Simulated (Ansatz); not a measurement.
Potential energy curve for SMILES [Cl][Hf]([OH])([Cl])[Cl]. The Hf1–O5 bond (Hf1 also carries Cl, Cl, Cl; O5 carries H) is pulled apart rigidly from the PBE0/def2-TZVP, def2 effective core potentials past Kr optimised geometry.

- RKS-PBE0 = restricted PBE0/def2-TZVP, def2 effective core potentials past Kr (Ansatz, an electronic-structure program)
- UKS-PBE0 = unrestricted PBE0/def2-TZVP, def2 effective core potentials past Kr in Ansatz

Energies relative to the lowest point of each curve near equilibrium, in eV:

```csv
R / Å,RKS-PBE0
1.55,3.008
1.79,0.153
1.83,0.046
1.88,0.000
1.94,0.048
2.12,0.612
2.30,1.468
3.10,4.983
3.44,5.948
3.98,6.807
4.61,7.214
5.41,7.475
```

Estimate the UKS-PBE0 values at these points.

1.55: 3.008; 1.79: 0.153; 1.83: 0.046; 1.88: 0.000; 1.94: 0.048; 2.12: 0.612; 2.30: 1.468; 3.10: 4.983; 3.44: 5.680; 3.98: 5.830; 4.61: 5.839; 5.41: 5.850 (eV).

The restricted form behind RKS-PBE0 keeps the bonding electrons paired and can't separate into open-shell fragments. The unrestricted determinant behind UKS-PBE0 is spin-contaminated at 3.44 to 5.41 Å (<S²> up to 1.0, against 0.00 for a pure singlet).
